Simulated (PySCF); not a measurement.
C₄H₃S, multiplicity 2. Atoms are numbered in the order given.

```xyz
8

C      1.2513     0.0651     0.0000
C      0.7276     1.3194     0.0000
C     -0.7113     1.2402     0.0000
C     -1.1864    -0.0465     0.0000
S      0.1123    -1.2155     0.0000
H      1.2981     2.2487     0.0000
H     -1.3606     2.1178     0.0000
H     -2.2214    -0.3866     0.0000
```
Charge 0, spin multiplicity 2.

Geometry optimised at B3LYP-D3(BJ)/def2-SVP. The isomer is the one that the SMILES or the coordinates give; other isomers of the formula were not compared.

All values below come from PBE/def2-TZVP (PySCF).

ESP charges are fitted to the potential on shells at 1.4 to 2.0 van der Waals radii. Atomic charges (e):

```tsv
atom	ESP fit	Mulliken	meta-Löwdin	Löwdin	Mulliken spin
C1	-0.01	-0.02	-0.15	-0.28	0.93
C2	-0.24	-0.15	[?]	-0.23	-0.05
C3	-0.09	-0.15	[?]	-0.21	0.06
C4	-0.32	-0.13	[?]	-0.40	0.01
S5	0.09	0.06	0.31	0.69	0.01
H6	0.19	0.13	0.14	0.15	0.01
H7	0.15	0.12	0.14	0.15	0.01
H8	0.23	0.14	[?]	0.13	0.01
```

Question: Fill in the missing entries. (An estimate is asked for; the answer gives what the named calculation found.)

Answer: 
- C2, meta-Löwdin: -0.17
- C3, meta-Löwdin: -0.14
- C4, meta-Löwdin: -0.27
- H8, meta-Löwdin: 0.14

Computed Mayer and Wiberg (Löwdin basis) orders of the bonds:
| bond | Mayer | Wiberg |
|---|---|---|
| C1–C2 | 1.68 | 1.93 |
| C2–C3 | 1.23 | 1.41 |
| C3–C4 | 1.66 | 1.83 |
| C1–S5 | 1.32 | 1.67 |
| C4–S5 | 1.20 | 1.52 |
| C2–H6 | 0.94 | 0.84 |
| C3–H7 | 0.94 | 0.83 |
| C4–H8 | 0.93 | 0.88 |
